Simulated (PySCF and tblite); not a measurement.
Results of a calculation; reference values are marked as such.
System: C₇H₅NO, numbered as in [CH:1]#[C:2][C:3]([C:4]#[CH:5])=[CH:6][NH:7][CH:8]=[O:9].

For the rotation about the C6–N7 bond (torsion C3–C6–N7–C8 from 180° to 323°, rising): electronic barrier 12.65 kcal/mol, zero-point change -0.77 kcal/mol, thermal and entropy terms at 298.15 K a further 0.35 kcal/mol (symmetry numbers apart). The minimum is Cs, the saddle C1. Level: PBE0/pcSseg-1 + D3(BJ) on GFN2-xTB stationary points, with GFN2-xTB thermal terms. Rate constants are transition-state-theory values, counting equivalent paths, without tunnelling. (PySCF 2.14 with density fitting, tblite 0.8.)

Problem. How many equivalent paths lead out of the minimum?

Solution. 2: the symmetry number of the minimum is 1, that of the saddle displaced along its mode 1, and the displaced saddle is chiral while the minimum is not, which doubles the count.

Problem. Work out the rate at 298.15 K.

Solution. ΔG‡ = 12.23 kcal/mol; k_B T/h = 6.2×10¹² s⁻¹; exp(−ΔG‡/RT) = 1.1×10⁻⁹; times 2 gives k = 1.4×10⁴ s⁻¹. Wigner's tunnelling factor for the 119i cm⁻¹ mode would be 1.01.
